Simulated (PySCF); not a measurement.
Ligand exchange on a metal centre used in film growth or etching (W Cl-OH). All species are isolated molecules in the gas phase. One relaxed conformer stands for each flexible species; it need not be the lowest. In the def2 sets, heavy atoms carry core potentials. All members: neutral, multiplicity 1. Level: TPSSh-D3(BJ)/def2-TZVP // BP86-D3(BJ)/def2-SVP (PySCF), beside PBE-D3(BJ)/def2-TZVP // BP86-D3(BJ)/def2-SVP (PySCF) at the same geometries.  Orbital energies are measured against the vacuum level.

```tsv
species	LUMO, PBE (eV)	LUMO, TPSSh-D3(BJ) (eV)
[W(Cl)6]	-5.76	-5.64
[W(Cl)5(OH)]	-5.49	withheld
[W(Cl)4(OH)2]	-5.19	-5.06
[W(Cl)3(OH)3]	-5.02	-4.84
[W(Cl)2(OH)4]	-4.48	-4.26
[W(Cl)(OH)5]	-3.70	-3.43
[W(OH)6]	-3.47	-3.18
```

Q: Fit y = a + b·x, y being the LUMO at the first level, to the 6 complete rows by least squares, with x = the PBE value in eV. Give a, b and the rms residual, and predict the withheld value.

A: Means of the 6 rows: x̄ = -4.6033, ȳ = -4.4017 eV. Σ(x − x̄)² = 3.9713 and Σ(x − x̄)(y − ȳ) = 4.281, so b = 1.078 and a = ȳ − b·x̄ = 0.561 eV. The rms residual is 0.013 eV. At x = -5.49 the line gives -5.36 eV. The run for [W(Cl)5(OH)] gave -5.37 eV, so the line is off by 0.01 eV, within twice the rms residual.

Codes: PySCF.
